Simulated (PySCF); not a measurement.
# What a mistake does to a calculation on B2GeH4O

These are calculations, not measurements. The program is PySCF 2.14.0, an open-source quantum chemistry code, run on an isolated molecule that a program drew, which may never have been made. The molecule is B2GeH4O (charge 0, singlet), drawn as the SMILES string `B[BH][GeH]=[O]`.

Each row is a Hartree-Fock (HF) and frozen-core CCSD(T) single point in the cc-pVDZ basis, meant for a local HF minimum. Run 1 is clean. Each other run has one planted mistake out of seven kinds, and not every kind appears here: one electron removed, one electron added, multiplicity raised by two, geometry at a saddle point, minimal basis STO-3G, one bond length entered in bohr, all coordinates scaled. The reference is restricted for singlets and unrestricted otherwise, and also for a bond in bohr. Adding or removing an electron swaps singlet and doublet. Electrons count all cores. HOMO and LUMO are orbital energies over both spins, the gradient is its largest component, and the lowest frequency (negative if imaginary) is given only where the gradient is small. Bond lengths are over the 7 bonds as drawn. T1 is the CCSD diagnostic: over 0.02 (restricted) or 0.045 (unrestricted) a single reference is doubtful. Germanium has the cc-pVDZ-PP basis, with a core potential (ECP10MDF) in place of its 10 inner electrons, and its 3s, 3p and 3d shells are frozen in CCSD(T).

Geometry of the clean run:
```xyz
8
B2GeH4O, angstrom
B     0.2090    1.0526    0.2318
B    -0.2121    2.0238   -1.0608
Ge    0.2189    4.0572   -1.1581
O    -0.6650    5.2241   -0.4560
H     1.2732    0.4959    0.2704
H    -0.5402    0.9006    1.1569
H    -0.7874    1.5847   -2.0188
H     1.4777    4.4049   -1.9745
```

| run | electrons | basis functions | <S^2> | HOMO (eV) | LUMO (eV) | gradient (hartree/bohr) | lowest frequency (cm^-1) | mean bond (Å) | longest bond (Å) | T1 | HF (hartree) | CCSD(T) (hartree) | mistake |
|---|---|---|---|---|---|---|---|---|---|---|---|---|---|
| 1 | 54 | 85 | 0.000 | -10.53 | 0.81 | 3.0e-05 | 68 | 1.5025 | 2.081 | 0.0263 | -419.83608 | -420.33482 | no fault |
| 2 | 54 | 85 | 0.980 | -9.56 | 0.23 | 2.7e-02 | - | 1.6551 | 2.269 | 0.0691 | -419.72516 | -420.21846 | one bond length entered in bohr |
| 3 | 53 | 85 | 0.764 | -16.99 | -5.23 | 8.1e-02 | - | 1.5025 | 2.081 | 0.0375 | -419.56186 | -419.99865 | one electron removed |
| 4 | 54 | 85 | 2.021 | -6.45 | 0.77 | 1.1e-01 | - | 1.5025 | 2.081 | 0.0776 | -419.77296 | -420.22101 | ? |

**Which mistake was planted in run 4, and what did it cost?**

Electrons, basis and geometry are unchanged, and <S^2> is 2.021, beside S(S+1) = 2.00 for a multiplicity of 3. So the mistake is: multiplicity raised by two. Subtracting run 1 and multiplying by 627.51 kcal/mol a hartree, the energy moved by 39.6 kcal/mol in HF and 71.4 kcal/mol in CCSD(T).

Cautions from the logs. Run 1: T1 is over the limit, so its CCSD(T) energy is less reliable; run 2: T1 is over the limit, so its CCSD(T) energy is less reliable; run 4: T1 is over the limit, so its CCSD(T) energy is less reliable.
